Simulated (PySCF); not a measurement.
C3H8O2Si, SMILES C=C[SiH](O)OC. Geometry: PBE0-D3(BJ)/def2-SVP. Other conformers were not sampled.

Computed equilibrium geometry at PBE0-D3(BJ)/def2-SVP (PySCF confirms it by a frequency run) as Cartesian coordinates in Å (one conformer of several):
```xyz
14

Si    -0.1981    -0.0914    -0.3886
O     -0.0982     1.5385    -0.7144
C      1.4982    -0.8477    -0.3414
C      2.5628    -0.2255    -0.8615
O     -0.8691    -0.4105     1.0963
C     -2.1993    -0.1338     1.4363
H     -1.0893    -0.6201    -1.4575
H      0.4726     2.0418    -0.1251
H      1.6374    -1.8330     0.1214
H      2.4717     0.7580    -1.3373
H      3.5675    -0.6625    -0.8422
H     -2.4128    -0.5684     2.4247
H     -2.9125    -0.5689     0.7115
H     -2.3930     0.9524     1.4900
```
